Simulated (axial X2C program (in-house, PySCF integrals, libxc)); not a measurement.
**Potential curves of KC⁺, two-component**

All values were computed with an in-house relativistic program for diatomic molecules. Two-component (2c) means X2C with spin–orbit coupling and atomic mean-field two-electron Coulomb and Gaunt terms. Basis: K dyall-cv3z [11s12p6d3f], C dyall-v3z [7s6p2d1f] (cores contracted in-house); Gaussian nuclei, density fitting, unrestricted open shells. Masses: K 38.964 u, C 12.000 u.

State: Ω = 2 (⟨Sz⟩ = 1.00, ⟨Lz⟩ = 1.00 at HF). Energies in eV from the fragments at the same level (K+ + C). Fits are polynomials in 1 − R0/R over 0.85 to 1.23 times the lowest point R0.

```tsv
R (Å)	CCSD
2.8974	-0.1448
2.9930	-0.1651
3.0885	-0.1750
3.1840	-0.1776
3.2954	-0.1745
3.4069	-0.1673
3.5502	-0.1548
```

Correlated methods: 12 electrons correlated (number of frozen shells: K 2 s, 1 p; C 1 s), 216 virtual spin orbitals or spinors in MP2, 90 natural virtuals in coupled cluster.

The state is a single determinant with fixed occupations, the lowest that a limited PBE0 search found. De is counted from the lowest determinant-based energies of the atoms at the same level, without counterpoise correction. CCSD ran in a truncated set of natural virtual spinors with an MP2 remainder; without triples it tends to underbind. In 2c an atomic determinant is not the ground J level, so De misses part of the atomic spin–orbit lowering. This holds for CCSD. Other states lie close and PBE0, whose exact exchange favours high spin, may order them wrongly; the determinant shown need not be the ground state. The nearest other 2c determinant of the search, Ω = 1, lies 0.17 eV up at the distance of the search. With several unpaired electrons one determinant need not be a pure state. Open-shell Ω = 0 determinants with evenly filled partner blocks cannot be reached by this program, so the Ω shown need not be the lowest component. Coupled cluster ran on the points near the minimum only. MP2 and coupled cluster on one determinant become unreliable at the stretched end.

**Question.** What are Re, ωe and De at the CCSD level?

**Answer.** At CCSD, 2c: Re = 3.180 Å, ωe ≈ 127 cm⁻¹, De = 0.18 eV to K+ + C; Be follows as 0.182 cm⁻¹.
